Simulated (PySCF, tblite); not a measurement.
Rigid-rotor lines calculated for a species of formula H10O2Si4 (commonest isotopes; CAM-B3LYP/def2-SVPD in PySCF (dipole) on a GFN2-xTB geometry, gas phase), labelled J(Ka,Kc):

```tsv
transition	MHz
1(1,1) ← 0(0,0)	3345.9
2(1,2) ← 1(1,1)	2628.1
2(0,2) ← 1(0,1)	2667.6
1(0,1) ← 0(0,0)	1334.1
2(1,1) ← 1(1,0)	2708.3
```

Task: Find the rotational constants.

Result: 1(0,1) ← 0(0,0) is B + C, 2(1,1) ← 1(1,0) is 3B + C and 2(1,2) ← 1(1,1) is B + 3C, so B − C is half the difference of the last two, 40.1 MHz. 1(1,1) ← 0(0,0) is A + C. A = 2698.9, B = 687.1, C = 647.0 MHz.

Task: What moments of inertia, asymmetry and inertial defect follow?

Result: I = 505379 MHz·u·Å² over each constant: Ia = 187.25, Ib = 735.53, Ic = 781.12 u·Å²; κ = (2B − A − C)/(A − C) = -0.961 (near-prolate asymmetric top); Δ = Ic − Ia − Ib = -141.66 u·Å².

Task: Which dipole components do these lines need?

Result: μa and μb (a-type: ΔKa even, ΔKc odd; b-type: both odd). The calculation gives |μa| = 0.87 D, |μb| = 0.28 D, |μc| = 1.15 D.

Task: Predict further lines from these constants: 4(2,2) ← 3(2,1); 4(3,1) ← 3(2,1); 2(1,2) ← 1(0,1); 3(3,0) ← 2(2,1); 4(1,3) ← 4(0,4); 4(2,3) ← 3(1,3); 4(3,1) ← 3(3,0); 1(1,0) ← 0(0,0); 3(2,2) ← 3(1,3); 3(2,2) ← 3(1,2); 3(3,1) ← 2(2,1); 3(2,2) ← 2(1,1); 3(3,1) ← 3(2,1).

Result: 
```
     transition    MHz  type  branch
4(1,3) ← 4(0,4)   2240     b       Q
1(1,0) ← 0(0,0)   3386     c       R
2(1,2) ← 1(0,1)   4640     b       R
4(3,1) ← 3(3,0)   5338     a       R
4(2,2) ← 3(2,1)   5342     a       R
3(2,2) ← 3(1,2)   5976     c       Q
3(2,2) ← 3(1,3)   6216     b       Q
3(2,2) ← 2(1,1)  10038     b       R
3(3,1) ← 3(2,1)  10157     c       Q
4(2,3) ← 3(1,3)  11552     c       R
3(3,1) ← 2(2,1)  14162     c       R
3(3,0) ← 2(2,1)  14162     b       R
4(3,1) ← 3(2,1)  15494     c       R
```

Task: Which structure gave them?

Result: `O[Si](O)([SiH3])[SiH2][SiH3]`, point group C1. Three constants can't fix a structure by themselves; this is the one that was computed:
```xyz
16
H10O2Si4 angstrom
O     -1.073   -1.490   -1.100
Si    -0.786   -0.012   -0.416
O     -0.101    0.808   -1.656
Si    -2.838    0.926    0.138
Si     0.979   -0.160    1.078
Si     3.119   -0.374    0.217
H     -1.448   -2.204   -0.597
H     -0.375    0.636   -2.552
H     -3.555    0.090    1.113
H     -3.784    1.115   -0.973
H     -2.679    2.245    0.758
H      0.904    1.003    1.983
H      0.710   -1.287    2.002
H      3.363    0.559   -0.887
H      4.183   -0.126    1.199
H      3.373   -1.719   -0.317
```

The values belong to one conformer (point group C1) with, in the numbering `[OH:1][Si:2]([OH:3])([SiH3:4])[SiH2:5][SiH3:6]`, H–O1–Si2–O3 178°, O1–Si2–O3–H 34°, O1–Si2–Si5–Si6 73°. Its GFN2-xTB frequencies are all real (lowest 16 cm⁻¹). Constants of a rigid frame at the computed geometry: no zero-point averaging, no centrifugal distortion. A rigid rotor knows nothing of internal rotation, which can split or shift real lines.

Time: 57 s of wall time; peak memory 0.96 GiB. Hardware: one thread, Arm Neoverse V2 (aarch64), shared host with 96 logical CPUs at a one-minute load of 74. This is the CAM-B3LYP/def2-SVPD job that gave the dipole, with the excitations it also computed.
